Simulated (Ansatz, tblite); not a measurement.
Forces on Si₂Ge₃ at its PBE-D4/def2-SVP geometry. Charge 0, multiplicity 1.

The xTB rows come from tblite. The restricted singlet is unstable towards broken spin symmetry in Hartree–Fock (as tested in another run); at PBE-D4/def2-TZVP this wasn't settled. Another isomer (singlet) lies 0.07 eV lower at PBE0-D4/def2-TZVP; other spin states weren't run for this one.

GFN1-xTB (tblite), largest force 1.71 eV/Å:

```xyz
5
positions Å, forces eV/Å
Si    0.462    0.030    1.123   -0.436    0.752   -0.547
Si    0.651   -2.076    0.335    0.285    0.078   -0.494
Ge   -1.454    0.370   -0.705    1.547    0.330    0.063
Ge   -0.423    2.155    0.777   -0.152   -1.014   -0.185
Ge    0.765   -0.480   -1.531   -1.244   -0.147    1.163
```

GFN2-xTB (tblite), largest force 0.82 eV/Å:

```
Si -0.093 0.308 -0.062
Si 0.058 0.273 -0.059
Ge 0.578 0.253 -0.038
Ge -0.030 -0.805 -0.135
Ge -0.513 -0.028 0.293
```

PBE-D4/def2-TZVP (Ansatz), largest force 0.19 eV/Å:

```
Si -0.056 -0.046 -0.136
Si -0.030 0.190 -0.028
Ge 0.117 -0.021 0.063
Ge 0.016 -0.104 -0.020
Ge -0.047 -0.019 0.121
```
